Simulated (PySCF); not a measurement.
**Energy of Nb⁻ (niobium, charge -1) between two integer charges**

The 5s beta orbital of [Kr] 4d4 5s2 is emptied in steps (occupation f), with all orbitals relaxed, ending at [Kr] 4d4 5s1. Calculation: PySCF 2.14, in aug-cc-pVTZ-PP with ECP28MDF (6s6p5d3f2g, 88 functions); a scalar-relativistic core potential. The exact energy is a straight line in f; departures are measured from the line between the end points of the same method.

**Question.** Among PBE0, r2SCAN, LC-wPBE, which shows the largest delocalisation error (convex curve), and which is closest to linear?

**Answer.** Most convex: r2SCAN (-0.326 eV at f = 0.5); closest to linear: LC-wPBE (0.047 eV).

```
  f  PBE0 (eV)  r2SCAN (eV)  LC-wPBE (eV)
  1      0.000        0.000         0.000
0.9     -0.104       -0.122         0.017
0.7     -0.245       -0.282         0.039
0.5     -0.293       -0.326         0.047
0.3     -0.245       -0.256         0.040
0.1     -0.099       -0.090         0.018
  0      0.000        0.000         0.000
```

```json
{"method": "PBE0", "E(f=0) − E(f=1) (eV)": "0.486", "−ε at f=1 (eV)": "-0.660", "−ε at f=0.5 (eV)": "0.484"}
{"method": "r2SCAN", "E(f=0) − E(f=1) (eV)": "0.461", "−ε at f=1 (eV)": "-0.893", "−ε at f=0.5 (eV)": "0.534"}
{"method": "LC-wPBE", "E(f=0) − E(f=1) (eV)": "0.285", "−ε at f=1 (eV)": "0.481", "−ε at f=0.5 (eV)": "0.285"}
```

As f goes to zero the orbital energy of a semilocal functional can turn back, because the density of that orbital vanishes from the exchange-correlation potential.

At f = 1 the orbital energy is positive for PBE0, r2SCAN: only the finite basis holds the electron.

Reference removal energy between the ground levels: 0.917 eV (measured; photodetachment measurements, as compiled on the Wikipedia data page of electron affinities). The calculation has no spin-orbit coupling.
